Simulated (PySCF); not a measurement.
## Electron correlation in O (oxygen, neutral)

[He] 2s2 2p4, high-spin 3P determinant. All numbers are calculated (PySCF 2.14, no relativity, point nucleus, in aug-cc-pwCVDZ (5s4p2d, 27 functions)). Frozen: nothing; 8 electrons correlated.

```json
{"level": "CCSD", "correlation energy (mhartree)": "-163.12"}
{"level": "(T)", "correlation energy (mhartree)": "-2.10"}
{"level": "CCSD(T)", "correlation energy (mhartree)": "-165.22"}
{"level": "CCSDT", "correlation energy (mhartree)": "-165.48"}
```

Diagnostics: T1 = 0.0081, D1 = 0.0166, largest double amplitude 0.043.

Is a single reference adequate?

Yes: T1 lies below 0.03 and no double amplitude reaches 0.07.
